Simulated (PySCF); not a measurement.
Isomers C8H10Si:

A. `[Si@@H]1(C)C=C(C#CC)C=C1`
B. SMILES C#C[C@H](C)C1=C[SiH2]C=C1
C. `CC#CC#C/C=C\C[SiH3]`

Spectrum 1. 13C{1H} NMR (computed): δ 155.2 (CH), 112.8 (CH), 93.7 (C), 90.9 (C), 75.1 (C), 72.1 (C), 18.3 (CH2), 6.3 (CH3).

Spectrum 2. 13C{1H} NMR (computed): δ 170.9 (C), 157.2 (CH), 137.4 (CH), 126.8 (CH), 91.3 (C), 78.6 (CH), 34.5 (CH), 25.0 (CH3).

Spectrum 3. 13C{1H} NMR (computed): δ 157.4 (CH), 148.5 (C), 141.4 (CH), 138.2 (CH), 99.6 (C), 86.8 (C), 6.0 (CH3), -6.3 (CH3).

[PySCF 2.14: shieldings: GIAO PBE0/pcSseg-1; coordinates at the GFN2-xTB level; one conformer; one averaged value for each set of equivalent atoms; non-relativistic Hamiltonian; no solvent model]

Shifts are taken against calculated references (same method and geometry level): TMS for 13C (σref 186.93). Shifts are as computed. Against solution values, carbons near 30 ppm lie about +3 ppm off and those near 130 ppm about +5 ppm. Of 1211 compounds with measured shifts, 218 miss one by over three times the rms of a fit or turn the order of signals round; such compounds aren't used in these exercises.

Match each spectrum to its structure.

Answers

1–C, 2–B, 3–A.

- Spectrum 1 (C): 8 13C signals; δC 155.2 is an alkene CH; δC 112.8 is an alkene CH.
- Spectrum 2 (B): 8 13C signals; δC 157.2 is an alkene CH; δC 137.4 is an alkene CH.
- Spectrum 3 (A): 8 13C signals; δC 157.4 is an alkene CH; δC 148.5 is a fully substituted alkene carbon.
